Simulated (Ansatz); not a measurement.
AlBr₂, charge +1, singlet, at a GFN2-xTB geometry (such geometries of metal compounds can be far from the true shape); R2SCAN/6-31G** (Ansatz, an electronic-structure program).

The Ansatz input:
Ansatz 0.2 input:
```yaml
crystal:
  periodic: [false, false, false]
  atoms:
    - {symbol: Al, position_ang: [0.00000000, 0.00000000, 0.00000000]}
    - {symbol: Br, position_ang: [-0.00000000, -0.00000000, -2.20949008]}
    - {symbol: Br, position_ang: [0.00000000, 0.00000000, 2.20949008]}
basis:
  gaussian:
    orbitals: 6-31G__.json
hamiltonian:
  xc: r2scan
total_charge: 1
accuracy: high
```
The basis file holds 6-31G** in the JSON format of the Basis Set Exchange.

The log (banner, timings and long lists left out):

```
Functional definition: r2SCAN
1421 factors; integrals over basis functions are off by at most 4.1e-9 eV
mean field evaluation 1: about -146662.8522 eV, gradient 2.9e1 eV
mean field evaluation 2: about -146656.8161 eV, gradient 5.7e1 eV
mean field evaluation 4: about -146665.7110 eV, gradient 2.6e0 eV
mean field evaluation 8: about -146665.7238 eV, gradient 6.2e-2 eV
mean field evaluation 16: about -146665.7238 eV, gradient 5.5e-7 eV
mean field -146665.72382677 eV, -5389.8659370356 hartree, gradient 7.9e-9 eV, S^2 0.000000; 0 other end points of the search recorded, 0 dependent functions left out
reference -146665.72382740 eV, -5389.8659370589 hartree; 41, 41 occupied and 48, 48 virtual orbitals, 1421 factors
Total energy: -146665.72382740 eV, -5389.8659370589 hartree
```
